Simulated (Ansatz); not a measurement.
Species: MoH, charge 0, multiplicity 6. SMILES: [MoH]

Atoms: Mo1, H2. Bonds: Mo1-H2.

Bond lengths (Å) and angles (degrees) optimised at HF/3-21G with Ansatz (a first-principles code); PBE/6-31G* with LANL2DZ past Ar with Ansatz; B3LYP/LANL2DZ with Ansatz; MP2/6-31G* with LANL2DZ past Ar with Ansatz, each started from the B3LYP-D3(BJ)/def2-TZVP structure (Ansatz) of the last column. A row stands for all coordinates that are equal there. 6-31G* holds six Cartesian d functions.

```csv
coordinate,HF/3-21G,PBE/6-31G* with LANL2DZ past Ar,B3LYP/LANL2DZ,MP2/6-31G* with LANL2DZ past Ar,B3LYP-D3(BJ)/def2-TZVP
Mo1-H2,1.849,1.714,1.723,1.779,1.720
```

Mean signed difference of all 1 bond lengths from B3LYP-D3(BJ)/def2-TZVP: HF/3-21G 0.129 Å, PBE/6-31G* with LANL2DZ past Ar -0.006 Å, B3LYP/LANL2DZ 0.003 Å, MP2/6-31G* with LANL2DZ past Ar 0.059 Å.
